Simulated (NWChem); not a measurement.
Species: C$_{2}$H$_{4}$BFO$_{2}$; SMILES CB(F)OC=O

```xyz
10

C     -1.5556     0.6881     0.0000
B     -0.0020     0.8509     0.0000
F      0.5700     2.0517     0.0000
O      0.9435    -0.1751     0.0000
C      0.6811    -1.5080     0.0000
O     -0.4019    -2.0280     0.0000
H     -1.8897     0.1118    -0.8708
H     -2.0592     1.6593     0.0000
H     -1.8897     0.1118     0.8708
H      1.6332    -2.0588     0.0000
```
Atoms are numbered in this order, from 1.

Results from NWChem. All runs use the structure optimised with B3LYP/6-31G* (spherical d). Level r2SCAN/def2-SVP: energy and gradient on several grids; changes count from the extra-fine grid, which is no exact limit either.

| grid | size of the energy change (μHa) | largest change of a gradient component (μHa/bohr) | time, medium = 1 (rough) |
|---|---|---|---|
| xcoarse | 4000 | 3000 | about 1 |
| coarse | 100 | 400 | about 1 |
| medium | 400 | 100 | about 1 |
| fine | 20 | 50 | about 1 |
| xfine | < 10 | < 30 | 2 |
